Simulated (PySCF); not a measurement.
Broadened absorption spectrum of CH8OSi2

CH₈OSi₂.
InChI=1S/CH8OSi2/c1-4-2-3/h4H2,1,3H3

Theory: TDDFT CAM-B3LYP/def2-SVPD, vertical, gas phase, core orbitals frozen in the response in PySCF. Geometry: GFN2-xTB; no solvent, vibrations or thermal averaging.

Broadening: Gaussians 0.4 eV wide at half height, area fixed by f = 4.319×10⁻⁹ ∫ε dν̃. The width is an assumption, not a result. The curve ends short of the highest state used, and states not computed would add to its high-energy end.

```csv
λ (nm),ε (L mol⁻¹ cm⁻¹)
153.0,5620
153.7,4881
154.4,4106
155.1,3344
155.8,2635
156.6,1929
157.3,1418
158.0,1012
158.7,705
159.4,486
160.2,325
160.9,248
161.6,218
162.3,225
163.0,260
163.8,325
164.5,397
165.2,475
165.9,553
166.6,622
167.3,677
168.1,717
168.8,728
169.5,715
170.2,681
170.9,630
171.7,555
172.4,481
173.1,406
173.8,333
174.5,266
175.2,207
176.0,151
176.7,111
177.4,80
178.1,56
178.8,39
179.6,25
180.3,16
181.0,10
181.7,6
182.4,4
183.2,2
183.9,1
```

Task: Locate the maxima and give the states behind the curve.

Result: 169 nm (7.35 eV), ε about 730, made up of S1 (89%) and S2 (11%) (ε in L mol⁻¹ cm⁻¹; maxima over ε = 5, shares over 10%). At its high-energy end, 8.11 eV, the curve is still rising (ε about 5700, from S3 and S4). The states used: S1 7.34 eV (f 0.0096); S2 7.37 eV (f 0.0012); S3 8.12 eV (f 0.045); S4 8.27 eV (f 0.052); S5 8.32 eV (f 0.0023); S6 8.39 eV (f 0.023); S7 8.63 eV (f 0.014); S8 8.71 eV (f 0.179).

Task: Does any computed singlet lie in the visible range?

Result: No computed singlet lies in the visible range (380 to 750 nm); the lowest, at 169 nm, stands 4.08 eV above its violet end (3.26 eV).

Task: Coming from long wavelengths, where does ε first pass 100 L mol⁻¹ cm⁻¹?

Result: At about 177 nm (7.01 eV), 0.33 eV below S1.

Task: What would ε be at 7.35 eV, the highest of these maxima, with half the width (0.2 eV)?

Result: About 1450 L mol⁻¹ cm⁻¹ against 728, a factor of about 1.99; a lone state at its own centre would give exactly 2.

The run took 19 s wall on one thread, Arm Neoverse V2 (aarch64), no GPU, on a shared host, and the process peaked at 0.69 GiB of memory.
